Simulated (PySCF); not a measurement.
## Vibration and rotation of SrBe

TPSS constants of SrBe, ¹Σ⁺ (singlet), closed shell (basis Sr def2-SVP with ECP28, Be def2-SVP; scalar-relativistic core potentials; PySCF 2.14; masses 87.9056 and 9.0122 u):

```
ωe              : 173.0 cm⁻¹
ωexe            : 2.62 cm⁻¹
Be              : 0.17091 cm⁻¹
αe              : 0.00282 cm⁻¹
D (centrifugal) : 6.68e-07 cm⁻¹
De to Sr + Be   : 0.303 eV
```

**Question.** Give the band origin of the fundamental and the first lines of its P and R branches.

**Answer.** ν0 = ωe − 2ωexe = 167.8 cm⁻¹, B0 = 0.16950, B1 = 0.16668 cm⁻¹.

```tsv
J″	P(J″) − ν0	R(J″) − ν0
0		0.333
1	-0.339	0.661
2	-0.684	0.983
3	-1.034	1.299
4	-1.390	1.610
5	-1.751	1.915
6	-2.118	2.214
```

**Question.** Near which J would the R branch turn back, without centrifugal distortion?

**Answer.** At J ≈ (B0 + B1)/(2(B0 − B1)) − 1 ≈ 59.

Closed-shell solutions of metal pairs were not tested for spin polarisation, which can lower them a little. The bond is weak. Basis-set superposition, not corrected here, can be much of De in a small basis, most of all at correlated wavefunction levels. Functionals without a dispersion term scatter widely for such bonds, and LDA overbinds them.
